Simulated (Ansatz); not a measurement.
`[OH][Ge]([OH])([Cl])[Cl]` + HCl → `[OH][Ge]([Cl])([Cl])[Cl]` + H₂O  (ligand exchange at a Ge–O bond)

Gas-phase electronic energies from Ansatz, PBE0-D4/def2-TZVP geometries. CCSD(T)/CBS adds triple-zeta CCSD(T) − MP2 to the extrapolated MP2 energy (def2 sets, frozen cores). This one scheme is used for every species. DFT in def2-TZVPP. HSE06 is defined as in plane-wave codes. For Ge outer-core shells are correlated without core-valence functions, which leaves a few kJ/mol of doubt a bond. Scalar relativity is left out up to krypton. One conformer a species, not always the lowest.

`[OH][Ge]([OH])([Cl])[Cl]`:

Z-matrix (Å, degrees):
```
Ge
O 1 1.743
Cl 1 2.116 2 107.1
O 1 1.752 2 107.4 3 121.5
Cl 1 2.133 2 112.4 3 -118.8
H 2 0.962 1 111.8 3 -157.2
H 4 0.961 1 113.3 2 160.8
```

HCl:

```xyz
2

Cl    0.599    0.006    0.224
H    -0.599   -0.006   -0.224
```

`[OH][Ge]([Cl])([Cl])[Cl]`:

Z-matrix (Å, degrees):
```
Ge
Cl 1 2.124
Cl 1 2.124 2 108.1
O 1 1.746 2 110.9 3 121.8
Cl 1 2.108 2 110.4 3 -120.8
H 4 0.962 1 112.9 2 -59.9
```

H₂O:

Cartesian coordinates in Å:
```
O -0.025 -0.007 -0.388
H -0.738 0.122 0.240
H 0.763 -0.115 0.148
```

```json
{"level": "HSE06-D4", "ΔE (eV)": "-0.34"}
{"level": "PBE-QIDH", "ΔE (eV)": "-0.30"}
{"level": "BHLYP", "ΔE (eV)": "-0.26"}
{"level": "HF/def2-QZVPP", "ΔE (eV)": "-0.23"}
```

Q: What does CCSD(T)/CBS give? (An estimate is asked.)

A: Computed: -0.29 eV. The listed levels differ from it by -0.05, -0.01, 0.03, 0.06 eV.

Largest T1 diagnostic among the species: 0.011.

Leaving LDA and LC-ωPBE aside and taking each functional with its dispersion term where it has one, the values, not all of them listed here, spread over 0.09 eV, from HSE06-D4 to CAM-B3LYP-D4. LDA lies +0.04 eV from PBE without D4. At CCSD(T), def2-SVP lies +0.11 eV from the extrapolated value and def2-TZVPP +0.05 eV. The D4 term adds −0.04 eV with B3LYP and −0.02 eV with PBE0; it sums over pairs of atoms, weighted by their polarisabilities, and B3LYP, whose exchange is more repulsive, gets the larger term.

B3LYP here is the variant with VWN-RPA as its local correlation; programs differ in this.
